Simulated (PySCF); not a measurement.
C4H5, SMILES [CH](C)C#C, multiplicity 2.

Coordinates come from a B3LYP-D3(BJ)/def2-SVP optimisation.

Calculation: PBE/def2-TZVPD in PySCF.

The molecule is in vacuum.

Problem. Estimate the frontier levels, dipole moment and polarisability. (An estimate is asked for; the answer gives what the named calculation found.)

Solution. 
```yaml
"α spin, highest occupied and lowest empty level": -4.64 and -0.50 eV
"β spin, highest occupied and lowest empty level": -6.58 and -3.21 eV
dipole_moment: 0.145 e·Å
quadrupole, principal values (traceless, Buckingham form, about the centre of nuclear charge): -4.06, -2.03, 6.09 D·Å
mean_static_polarisability: 54.5 bohr³ (8.08 Å³)
polarisability_principal_values: 37.9, 42.8, 82.8 bohr³
"⟨S²⟩": 0.761 (pure state 0.75)
```
